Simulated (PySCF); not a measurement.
Ionisation energy of Sn⁴²⁺ by level of theory

Sn⁴²⁺ [He] 2s2 2p4 (3P) → Sn⁴³⁺ [He] 2s2 2p3 (4S), as a difference of total energies. Calculation: PySCF 2.14, in an even-tempered Gaussian basis (17 s from 17 bohr⁻², ratio 2.2; 11 p from 22 bohr⁻², ratio 2.2; 6 d from 95 bohr⁻², ratio 2.4; 5 f from 140 bohr⁻², ratio 2.4; 4 g from 210 bohr⁻², ratio 2.4); the non-relativistic Hamiltonian (point nucleus). Correlated levels: nothing frozen; virtual orbitals above 40 to 60 times the deepest correlated orbital energy dropped. The calculations carry no spin-orbit coupling.

```csv
method,ionisation energy (eV)
UHF,6798.0
LDA,6794.2
PBE,6800.6
PBE0,6800.5
r2SCAN,6801.9
revPBE,6800.3
M06,6800.1
MP2 (all electrons),6799.6
SCS-MP2 (all electrons),6799.7
```

Spin-orbit coupling is strong in these open shells (close to jj coupling). The scalar numbers leave it out and a first-order estimate fails, so it can dominate the gap to the real levels.

The gap to the reference is mostly relativistic.

For comparison: 6859 ± 13 eV (semi-empirical (NIST evaluation); NIST Atomic Spectra Database, ionization energies).
